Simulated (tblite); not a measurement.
C22H10 (carbon bowl) at step 4 of a GFN2-xTB optimisation (tblite, gas phase), coordinates in Å:

```
  1 C     1.7397   -0.4918    0.3920
  2 C     1.4295   -1.0687   -0.8801
  3 C     0.9581   -0.0255   -1.7436
  4 C     0.9744    1.2040   -1.0117
  5 C     1.4849    0.9157    0.2967
  6 C     0.8679    1.5263    1.3707
  7 C     0.5996    0.8229    2.5817
  8 C     1.0138   -0.4732    2.7233
  9 C     1.4287   -1.1904    1.5649
 10 C     1.0254   -2.5493    1.4597
 11 C     0.7396   -3.0982    0.2468
 12 C     0.8251   -2.3212   -0.9339
 13 C    -0.0617   -2.6192   -2.0028
 14 C    -0.5067   -1.6310   -2.8211
 15 C    -0.0921   -0.2882   -2.6177
 16 C    -0.9995    0.7500   -2.9400
 17 C    -0.9935    1.9178   -2.2384
 18 C    -0.0684    2.1237   -1.1790
 19 C    -0.5115    2.8979   -0.0683
 20 C    -0.1574    2.5013    1.1927
 21 C    -0.9982    2.4454    2.3792
 22 C    -0.5560    1.4643    3.1901
 23 H     0.7252   -1.0567    3.5832
 24 H     0.7355   -3.0543    2.3648
 25 H     0.2343   -4.0459    0.1697
 26 H    -0.5394   -3.5813   -1.9860
 27 H    -1.3443   -1.7881   -3.4746
 28 H    -1.8188    0.4964   -3.5901
 29 H    -1.8179    2.6055   -2.3187
 30 H    -1.3600    3.5446   -0.2304
 31 H    -1.9129    2.9991    2.4612
 32 H    -1.0425    1.0678    4.0589
```

Question: What are the forces on the atoms (eV/Å)?

Answer: 
```
  1 C    -0.23    0.02   -0.10
  2 C    -0.42    0.17    0.15
  3 C    -0.29   -0.07    0.36
  4 C    -0.14   -0.20    0.08
  5 C    -0.31   -0.16   -0.03
  6 C    -0.27   -0.11    0.00
  7 C     0.16   -0.04    0.07
  8 C    -0.17   -0.11    0.01
  9 C     0.33    0.04    0.08
 10 C     0.18   -0.03   -0.10
 11 C     0.13    0.06    0.11
 12 C     0.20   -0.21   -0.09
 13 C    -0.01    0.15   -0.17
 14 C     0.14   -0.18    0.08
 15 C     0.09    0.04   -0.28
 16 C     0.09    0.21    0.05
 17 C     0.18   -0.01   -0.14
 18 C     0.24    0.22   -0.07
 19 C    -0.17   -0.07   -0.03
 20 C     0.05    0.14   -0.09
 21 C     0.18    0.22    0.05
 22 C     0.22    0.13    0.14
 23 H    -0.07    0.00    0.14
 24 H     0.13   -0.20    0.11
 25 H     0.08   -0.21    0.12
 26 H    -0.01   -0.24   -0.22
 27 H    -0.06   -0.19   -0.27
 28 H    -0.09    0.15   -0.19
 29 H    -0.04    0.15   -0.19
 30 H    -0.09    0.09    0.08
 31 H    -0.01    0.12    0.16
 32 H    -0.02    0.11    0.17
```
